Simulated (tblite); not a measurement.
Species: C5H13B.
Numbering: `[BH2:1][CH2:2][C:3]([CH3:4])([CH3:5])[CH3:6]` (hydrogens: H7, H8 on B1; H9, H10 on C2; H11, H12, H13 on C4; H14, H15, H16 on C5; H17, H18, H19 on C6)

Computed with GFN2-xTB (tblite), gas phase: L-BFGS steps from a force-field or distance-geometry start until the largest atomic force falls under 0.01 eV/Å.

The end geometry, which sets the zero of energy:
```
atom  x, y, z in Å
B1      1.8333    1.4054   -0.3793
C2      1.2306   -0.0377   -0.2748
C3     -0.2608   -0.2287    0.0527
C4     -0.5745   -1.7284    0.0910
C5     -1.1247    0.4302   -1.0240
C6     -0.5829    0.3792    1.4191
H7      2.9724    1.5037   -0.6333
H8      1.2102    2.3808   -0.2167
H9      1.4438   -0.5583   -1.2159
H10     1.8168   -0.5913    0.4682
H11    -0.3585   -2.1917   -0.8698
H12    -1.6254   -1.8947    0.3202
H13     0.0221   -2.2273    0.8525
H14    -2.1810    0.2704   -0.8165
H15    -0.9406    1.5001   -1.0638
H16    -0.9008    0.0094   -2.0024
H17    -1.6291    0.2185    1.6717
H18    -0.3900    1.4483    1.4199
H19     0.0291   -0.0788    2.1938
```

**Question.** These geometries come from the run, each turned onto the end geometry. Order them by energy, lowest first.
A.
```
atom  x, y, z in Å
B1      1.8287    1.3974   -0.3788
C2      1.2484   -0.0562   -0.2805
C3     -0.2483   -0.2324    0.0497
C4     -0.5925   -1.7255    0.0940
C5     -1.1104    0.4337   -1.0266
C6     -0.5671    0.3817    1.4160
H7      2.9594    1.5669   -0.6297
H8      1.1611    2.3379   -0.2055
H9      1.4712   -0.5784   -1.2183
H10     1.8393   -0.6100    0.4592
H11    -0.3901   -2.2046   -0.8611
H12    -1.6460   -1.8773    0.3229
H13    -0.0122   -2.2378    0.8584
H14    -2.1672    0.2579   -0.8398
H15    -0.9553    1.5086   -1.0567
H16    -0.8759    0.0362   -2.0114
H17    -1.6059    0.2064    1.6861
H18    -0.4032    1.4550    1.4180
H19     0.0558   -0.0504    2.1966
```
B.
```
atom  x, y, z in Å
B1      1.8318    1.3987   -0.3793
C2      1.2661   -0.0690   -0.2844
C3     -0.2489   -0.2338    0.0489
C4     -0.5970   -1.7394    0.0954
C5     -1.1155    0.4432   -1.0339
C6     -0.5685    0.3858    1.4283
H7      2.9676    1.5776   -0.6312
H8      1.1557    2.3391   -0.2043
H9      1.4800   -0.5839   -1.2381
H10     1.8498   -0.6138    0.4709
H11    -0.3910   -2.2080   -0.8666
H12    -1.6504   -1.8815    0.3249
H13    -0.0133   -2.2390    0.8621
H14    -2.1731    0.2594   -0.8443
H15    -0.9621    1.5172   -1.0607
H16    -0.8782    0.0349   -2.0149
H17    -1.6121    0.2100    1.6923
H18    -0.4079    1.4610    1.4236
H19     0.0571   -0.0493    2.2039
```
C.
```
atom  x, y, z in Å
B1      1.8192    1.4040   -0.3756
C2      1.2368   -0.0475   -0.2763
C3     -0.2531   -0.2337    0.0509
C4     -0.5862   -1.7278    0.0934
C5     -1.1118    0.4303   -1.0253
C6     -0.5705    0.3789    1.4147
H7      2.9547    1.5268   -0.6298
H8      1.1776    2.3671   -0.2091
H9      1.4492   -0.5647   -1.2192
H10     1.8235   -0.5969    0.4693
H11    -0.3782   -2.1981   -0.8661
H12    -1.6406   -1.8758    0.3229
H13     0.0004   -2.2338    0.8584
H14    -2.1687    0.2577   -0.8331
H15    -0.9392    1.5025   -1.0485
H16    -0.8743    0.0253   -2.0068
H17    -1.6116    0.2074    1.6805
H18    -0.3940    1.4502    1.4058
H19     0.0571   -0.0627    2.1864
```
D.
```
atom  x, y, z in Å
B1      1.8354    1.4004   -0.3796
C2      1.2686   -0.0795   -0.2886
C3     -0.2443   -0.2332    0.0488
C4     -0.5968   -1.7370    0.0930
C5     -1.1166    0.4432   -1.0344
C6     -0.5702    0.3870    1.4298
H7      2.9726    1.5808   -0.6323
H8      1.1502    2.3449   -0.2031
H9      1.4831   -0.5863   -1.2508
H10     1.8571   -0.6172    0.4824
H11    -0.3893   -2.2128   -0.8778
H12    -1.6625   -1.8838    0.3283
H13    -0.0072   -2.2439    0.8723
H14    -2.1833    0.2583   -0.8443
H15    -0.9624    1.5306   -1.0615
H16    -0.8768    0.0305   -2.0228
H17    -1.6231    0.2099    1.6963
H18    -0.4080    1.4707    1.4244
H19     0.0637   -0.0535    2.2123
```
E.
```
atom  x, y, z in Å
B1      1.8234    1.4002   -0.3772
C2      1.2411   -0.0501   -0.2771
C3     -0.2498   -0.2308    0.0504
C4     -0.5894   -1.7248    0.0942
C5     -1.1110    0.4318   -1.0273
C6     -0.5678    0.3822    1.4157
H7      2.9566    1.5506   -0.6296
H8      1.1627    2.3476   -0.2058
H9      1.4590   -0.5745   -1.2126
H10     1.8301   -0.6066    0.4597
H11    -0.3857   -2.2009   -0.8645
H12    -1.6458   -1.8697    0.3225
H13    -0.0059   -2.2360    0.8600
H14    -2.1676    0.2533   -0.8318
H15    -0.9443    1.5058   -1.0499
H16    -0.8707    0.0316   -2.0117
H17    -1.6088    0.2009    1.6787
H18    -0.3960    1.4555    1.4085
H19     0.0602   -0.0568    2.1903
```

**Answer.** C (0.002 eV), E (0.006 eV), A (0.012 eV), B (0.032 eV), D (0.071 eV).

In the order of the answer:

| step | E above end (eV) | largest force (eV/Å) | rms force component (eV/Å) | rms distance from end (Å) | rms bond change (Å) | bond most changed (Å) |
| --- | --- | --- | --- | --- | --- | --- |
| 14 | 0.002 | 0.07 | 0.018 | 0.021 | 0.001 | C2–C3 -0.002 |
| 7 | 0.006 | 0.10 | 0.034 | 0.029 | 0.001 | C4–H12 +0.002 |
| 5 | 0.012 | 0.11 | 0.043 | 0.033 | 0.001 | C2–C3 +0.004 |
| 2 | 0.032 | 0.42 | 0.119 | 0.038 | 0.008 | C2–C3 +0.021 |
| 1 | 0.071 | 0.49 | 0.197 | 0.042 | 0.013 | B1–C2 +0.020 |

What follows is the cost of the whole relaxation. Time: 0.13 s of wall time. Hardware: Arm Neoverse V2, one thread (shared host).
